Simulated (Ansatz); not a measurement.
Harmonic vibrations of H2Te2 (Te₂H₂) by finite differences.

```yaml
crystal:
  periodic: [false, false, false]
  atoms:
    - {symbol: Te, position_ang: [-0.030210, 1.086858, -0.995167]}
    - {symbol: Te, position_ang: [-0.185991, -1.459183, -0.094903]}
    - {symbol: H, position_ang: [-0.953342, 1.750992, 0.221186]}
    - {symbol: H, position_ang: [1.169543, -1.378667, 0.868884]}
basis:
  gaussian: {orbitals: def2-TZVP}
hamiltonian: {xc: r2scan, dispersion: d4}
scf: {omitted_lower_state_checks: [starts]}
phonons: {temperatures: {t_min: 298.15, t_max: 900, t_step: 200}}
```

```sh
$ ansatz run in.yaml --threads 4 --pin off --events-out ev --progress --plain --max-ram 3916MiB
```

Shortened log:

```
Functional definition: r2SCAN
mean field -14625.39138286 eV, -537.4732198738 hartree, gradient 6.7e-6 eV, S^2 0.000000; 0 other end points of the search recorded, 0 dependent functions left out
mean field -14625.39135861 eV, -537.4732189826 hartree, gradient 2.0e-6 eV, S^2 0.000000; 0 other end points of the search recorded, 0 dependent functions left out
mean field -14625.39137061 eV, -537.4732194235 hartree, gradient 2.1e-6 eV, S^2 0.000000; 0 other end points of the search recorded, 0 dependent functions left out
mean field -14625.39134976 eV, -537.4732186574 hartree, gradient 2.1e-6 eV, S^2 0.000000; 0 other end points of the search recorded, 0 dependent functions left out
mean field -14625.39134873 eV, -537.4732186195 hartree, gradient 2.2e-6 eV, S^2 0.000000; 0 other end points of the search recorded, 0 dependent functions left out
mean field -14625.39135471 eV, -537.4732188394 hartree, gradient 2.2e-6 eV, S^2 0.000000; 0 other end points of the search recorded, 0 dependent functions left out
mean field -14625.39134082 eV, -537.4732183287 hartree, gradient 2.3e-6 eV, S^2 0.000000; 0 other end points of the search recorded, 0 dependent functions left out
mean field -14625.39135521 eV, -537.4732188577 hartree, gradient 2.3e-6 eV, S^2 0.000000; 0 other end points of the search recorded, 0 dependent functions left out
mean field -14625.39133704 eV, -537.4732181901 hartree, gradient 2.2e-6 eV, S^2 0.000000; 0 other end points of the search recorded, 0 dependent functions left out
mean field -14625.39135738 eV, -537.4732189375 hartree, gradient 1.9e-6 eV, S^2 0.000000; 0 other end points of the search recorded, 0 dependent functions left out
mean field -14625.39134946 eV, -537.4732186465 hartree, gradient 1.8e-6 eV, S^2 0.000000; 0 other end points of the search recorded, 0 dependent functions left out
mean field -14625.39136643 eV, -537.4732192700 hartree, gradient 2.3e-6 eV, S^2 0.000000; 0 other end points of the search recorded, 0 dependent functions left out
mean field -14625.39135771 eV, -537.4732189497 hartree, gradient 2.2e-6 eV, S^2 0.000000; 0 other end points of the search recorded, 0 dependent functions left out
mean field -14625.39136927 eV, -537.4732193744 hartree, gradient 2.1e-6 eV, S^2 0.000000; 0 other end points of the search recorded, 0 dependent functions left out
mean field -14625.39136429 eV, -537.4732191913 hartree, gradient 2.1e-6 eV, S^2 0.000000; 0 other end points of the search recorded, 0 dependent functions left out
mean field -14625.39137289 eV, -537.4732195075 hartree, gradient 2.2e-6 eV, S^2 0.000000; 0 other end points of the search recorded, 0 dependent functions left out
mean field -14625.39137127 eV, -537.4732194478 hartree, gradient 2.1e-6 eV, S^2 0.000000; 0 other end points of the search recorded, 0 dependent functions left out
mean field -14625.39134750 eV, -537.4732185743 hartree, gradient 2.2e-6 eV, S^2 0.000000; 0 other end points of the search recorded, 0 dependent functions left out
mean field -14625.39136158 eV, -537.4732190917 hartree, gradient 2.2e-6 eV, S^2 0.000000; 0 other end points of the search recorded, 0 dependent functions left out
mean field -14625.39134339 eV, -537.4732184234 hartree, gradient 2.2e-6 eV, S^2 0.000000; 0 other end points of the search recorded, 0 dependent functions left out
mean field -14625.39135455 eV, -537.4732188332 hartree, gradient 2.2e-6 eV, S^2 0.000000; 0 other end points of the search recorded, 0 dependent functions left out
mean field -14625.39137353 eV, -537.4732195307 hartree, gradient 1.7e-6 eV, S^2 0.000000; 0 other end points of the search recorded, 0 dependent functions left out
mean field -14625.39138412 eV, -537.4732199200 hartree, gradient 1.8e-6 eV, S^2 0.000000; 0 other end points of the search recorded, 0 dependent functions left out
mean field -14625.39136135 eV, -537.4732190832 hartree, gradient 2.1e-6 eV, S^2 0.000000; 0 other end points of the search recorded, 0 dependent functions left out
mean field -14625.39136988 eV, -537.4732193967 hartree, gradient 2.2e-6 eV, S^2 0.000000; 0 other end points of the search recorded, 0 dependent functions left out
Total energy: -14625.41045967 eV, -537.4739209335 hartree
Atom 0 at    -0.030210     1.086858    -0.995167 Å, force    -0.002205    -0.000506     0.002999 eV/Å
Atom 1 at    -0.185991    -1.459183    -0.094903 Å, force     0.003470     0.002294     0.001543 eV/Å
Atom 2 at    -0.953342     1.750992     0.221186 Å, force     0.001086    -0.000086    -0.002710 eV/Å
Atom 3 at     1.169543    -1.378667     0.868884 Å, force    -0.002351    -0.001701    -0.001832 eV/Å
Dipole moment:     0.012184     0.020956     0.061449 e Å
Vibrations: 199.25 326.51 597.91 601.27 2094.37 2096.29 cm⁻¹, zero-point energy 0.366721 eV
Checks for a lower state left out: starts
```

Hardware: 4 threads of Intel Xeon on a shared host. Wall time 87 s.

In the def2 sets Te takes a core potential; there is no spin–orbit coupling.
